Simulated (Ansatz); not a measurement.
Z-matrix (Å, degrees):
```
Ge
Cl 1 2.154
Ge 1 2.424 2 108.6
Cl 1 2.154 2 107.2 3 -117.2
H 1 1.536 2 106.4 3 129.3
H 3 1.534 1 108.6 2 61.8
H 3 1.531 1 107.6 2 -58.2
H 3 1.534 1 108.6 2 -178.2
```

Charge 0, multiplicity 1.

Problem. List the PBE0/def2-TZVPP orbital energies in eV (Ansatz 0.2.0). (Estimate.)

Solution. Ansatz gave: Occupied: -10861.60, -10860.54, -2767.41, -2767.41, -1359.79, -1358.84, -1209.62, -1209.61, -1209.58, -1208.65, -1208.63, -1208.63, -259.24, -259.24, -197.53, -197.53, -197.38, -197.38, -197.38, -197.38, -172.53, -171.54, -122.37, -122.33, -122.23, -121.35, -121.30, -121.30, -35.23, -35.19, -35.08, -35.07, -35.05, -34.15, -34.15, -34.14, -34.08, -34.08, -23.27, -22.64, -16.68, -14.86, -11.29, -11.25, -10.37, -10.26, -10.20, -9.31, -9.28, -9.05, -8.25. Lowest empty: -0.91, -0.47, -0.22, 0.64, 1.24, 1.41, 1.83, 4.26.
